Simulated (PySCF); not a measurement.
**How methods differ on the ionisation energy of Sc²⁺**

Sc²⁺ [Ar] 3d1 (2D) → Sc³⁺ [Ar] (1S), as a difference of total energies. All numbers are calculated (PySCF 2.14, scalar relativity by spin-free X2C-1e, in jorge-DZP-DKH (8s6p2d1f, 43 functions)). The calculations carry no spin-orbit coupling.

```tsv
method	ionisation energy (eV)
UHF	23.905
MN15	24.871
BP86	25.461
```

The reference lies between the lowest fine-structure levels, while these numbers refer to the centres of the terms.

For comparison: 24.757 eV (measured; NIST Atomic Spectra Database, ionization energies).
